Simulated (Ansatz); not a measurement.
Computed with Ansatz on PBE0-D4/def2-TZVP structures; ΔE is electronic, products minus reactants. CBS: MP2 limit from def2 TZ/QZ plus the TZ coupled-cluster correction, frozen cores. DFT in def2-TZVPP. B3LYP here is the variant with VWN-RPA as its local correlation; programs differ in this. def2 core potentials past Kr. For Se, Te outer-core shells are correlated without core-valence functions, which leaves a few kJ/mol of doubt a bond. Scalar relativity is left out up to krypton. One conformer a species, not always the lowest.

`CC[Se][SiH2]C` + `[SiH3][TeH]` → `C[SiH2][Te][SiH3]` + `CC[SeH]`  (ligand exchange at the Si–Se bond)

`CC[Se][SiH2]C`:

Z-matrix (Å, degrees):
```
C
C 1 1.512
H 1 1.092 2 111.5
H 1 1.092 2 111.1 3 -120.2
H 1 1.095 2 110.2 3 119.8
Se 2 1.969 1 113.8 3 62.8
H 2 1.091 1 111.5 3 180.0
H 2 1.091 1 112.1 3 -59.3
Si 6 2.273 2 97.8 1 -74.5
C 9 1.866 6 108.0 2 -170.2
H 9 1.491 6 108.3 2 -49.1
H 9 1.490 6 111.5 2 68.6
H 10 1.092 9 110.7 6 -60.0
H 10 1.093 9 110.2 6 -179.6
H 10 1.092 9 110.8 6 60.3
```

`[SiH3][TeH]`:

```xyz
6

Si    0.573    0.305   -0.011
Te   -1.413   -0.867   -0.962
H     1.322   -0.570    0.924
H     1.421    0.631   -1.185
H     0.181    1.552    0.691
H    -2.085   -1.052    0.543
```

`C[SiH2][Te][SiH3]`:

```xyz
12

C     0.036    0.749   -1.774
Si   -0.150   -0.956   -1.039
Te    1.451   -1.357    0.841
Si    0.144    0.134    2.345
H    -0.151    1.518   -1.021
H     1.047    0.891   -2.162
H    -0.675    0.889   -2.593
H     0.152   -2.009   -2.044
H    -1.533   -1.157   -0.529
H    -1.224   -0.402    2.561
H     0.870    0.197    3.637
H     0.033    1.503    1.777
```

`CC[SeH]`:

```xyz
9

C    -0.562   -0.162   -0.790
C     0.524    0.451    0.066
Se    0.201    0.298    1.991
H    -0.343   -0.008   -1.851
H    -1.534    0.283   -0.571
H    -0.641   -1.238   -0.618
H     0.601    1.527   -0.097
H     1.503    0.019   -0.143
H     0.250   -1.170    2.014
```

Task: Is it downhill or uphill in electronic energy at CCSD(T)/CBS, and by how much? (An estimate is asked.)

Result: Ansatz gave: Downhill: ΔE = -5.9 kJ/mol.

Task: What do these levels give: B3LYP-D4, PBE0, B3LYP, SCS-MP2/def2-TZVPP, CCSD/def2-TZVPP, CCSD(T)/def2-TZVPP? (Estimate.)

Result: Computed: B3LYP-D4 -4.4, PBE0 -5.9, B3LYP -2.7, SCS-MP2/def2-TZVPP -5.9, CCSD/def2-TZVPP -3.4, CCSD(T)/def2-TZVPP -4.0 kJ/mol.

Largest T1 diagnostic among the species: 0.011.
